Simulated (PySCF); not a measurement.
BF$_{3}$, charge -1, doublet, at a GFN2-xTB geometry (a state made from the parent by changing its charge; the spin is typed, not shown lowest) (in this run its highest filled SCF level lies above zero, so its values depend strongly on the basis, on diffuse functions most of all), atoms displaced at random by about 0.03 Å a coordinate; TPSS/cc-pVDZ, gradient in PySCF.

Here is a job for PySCF.
```python
from pyscf import gto, scf, dft

mol = gto.Mole()
mol.atom = '''
    B    -0.12410293    0.21925877    0.40581446
    F    -1.02493169   -0.79066268   -0.03736471
    F     0.00795309    1.19838043   -0.56453768
    F     1.16454941   -0.54562617    0.44476406
'''
mol.basis = 'cc-pvdz'
mol.charge = -1
mol.spin = 1
mol.verbose = 4
mol.build()

mf = dft.UKS(mol)
mf.xc = 'tpss'
mf.kernel()
g = mf.nuc_grad_method()
grad = g.kernel()
```

The log (banner, timings and long lists left out):

```
PySCF version 2.14.0

[INPUT] verbose = 4
[INPUT] num. atoms = 4
[INPUT] num. electrons = 33
[INPUT] charge = -1
[INPUT] spin (= nelec alpha-beta = 2S) = 1
[INPUT] symmetry False subgroup None
[INPUT] Mole.unit = angstrom
[INPUT] Symbol           X                Y                Z      unit          X                Y                Z       unit  Magmom
[INPUT]  1 B     -0.124102930000   0.219258770000   0.405814460000 AA   -0.234520548956   0.414339025709   0.766878186788 Bohr   0.0
[INPUT]  2 F     -1.024931690000  -0.790662680000  -0.037364710000 AA   -1.936840190488  -1.494135922115  -0.070609068624 Bohr   0.0
[INPUT]  3 F      0.007953090000   1.198380430000  -0.564537680000 AA    0.015029161944   2.264610805739  -1.066821602197 Bohr   0.0
[INPUT]  4 F      1.164549410000  -0.545626170000   0.444764060000 AA    2.200679443424  -1.031084027695   0.840482263450 Bohr   0.0

nuclear repulsion = 105.874840506465
number of shells = 20
number of NR pGTOs = 104
number of NR cGTOs = 56
basis = cc-pvdz
ecp = {}

******** <class 'pyscf.dft.uks.UKS'> ********
method = UKS
initial guess = minao
damping factor = 0
level_shift factor = 0
DIIS = <class 'pyscf.scf.diis.CDIIS'>
diis_start_cycle = 1
diis_space = 8
diis_damp = 0
SCF conv_tol = 1e-09
SCF conv_tol_grad = None
SCF max_cycles = 50
direct_scf = True
direct_scf_tol = 1e-13
number electrons alpha = 17  beta = 16
XC library pyscf.dft.libxc version 7.1.2
    S. Lehtola, C. Steigemann, M. J. T. Oliveira, and M. A. L. Marques,  SoftwareX 7, 1–5 (2018)
XC functionals = tpss
    J. Tao, J. P. Perdew, V. N. Staroverov, and G. E. Scuseria,  Phys. Rev. Lett. 91, 146401 (2003)
    J. P. Perdew, J. Tao, V. N. Staroverov, and G. E. Scuseria,  J. Chem. Phys. 120, 6898 (2004)
    J. Tao, J. P. Perdew, V. N. Staroverov, and G. E. Scuseria,  Phys. Rev. Lett. 91, 146401 (2003)
    J. P. Perdew, J. Tao, V. N. Staroverov, and G. E. Scuseria,  J. Chem. Phys. 120, 6898 (2004)
radial grids:
    Treutler-Ahlrichs [JCP 102, 346 (1995); DOI:10.1063/1.469408] (M4) radial grids

becke partition: Becke, JCP 88, 2547 (1988); DOI:10.1063/1.454033
pruning grids: <function nwchem_prune>
grids dens level: 3
symmetrized grids: False
atomic radii adjust function: <function treutler_atomic_radii_adjust>
small_rho_cutoff = 0
Set gradient conv threshold to 3.16228e-05
tot grids = 56832
init E= -324.670128737227

cycle= 1 E= -324.398616838148  delta_E= 0.272  |g|= 0.667  |ddm|= 1.44
cycle= 2 E= -324.100417542163  delta_E= 0.298  |g|= 1.16  |ddm|= 0.985
cycle= 3 E= -324.536539413196  delta_E= -0.436  |g|= 0.0821  |ddm|= 0.662
cycle= 4 E= -324.539058292571  delta_E= -0.00252  |g|= 0.0414  |ddm|=  0.1
cycle= 5 E= -324.539540523525  delta_E= -0.000482  |g|= 0.0133  |ddm|= 0.0301
cycle= 6 E= -324.539609158058  delta_E= -6.86e-05  |g|= 0.00108  |ddm|= 0.0112
cycle= 7 E= -324.53960945366  delta_E= -2.96e-07  |g|= 0.000603  |ddm|= 0.000906
cycle= 8 E= -324.539609565778  delta_E= -1.12e-07  |g|= 0.000139  |ddm|= 0.000405
cycle= 9 E= -324.539609572515  delta_E= -6.74e-09  |g|= 1.06e-05  |ddm|= 0.000105
cycle= 10 E= -324.539609572559  delta_E= -4.35e-11  |g|= 1.58e-06  |ddm|= 1.18e-05
Extra cycle  E= -324.539609572561  delta_E= -2.33e-12  |g|= 1.02e-06  |ddm|= 2.64e-06
converged SCF energy = -324.539609572561  <S^2> = 0.75121441  2S+1 = 2.001214

******** <class 'pyscf.grad.uks.Gradients'> for <class 'pyscf.dft.uks.UKS'> ********
unit = Eh/Bohr
grid_response = False
--------------- UKS gradients ---------------
         x                y                z
0 B    -0.0251591954     0.0376634205    -0.0060420290
1 F     0.0192324429     0.0005221386    -0.0000574073
2 F     0.0003064185    -0.0232621743     0.0149796448
3 F     0.0053983819    -0.0145324308    -0.0087331921
----------------------------------------------
```
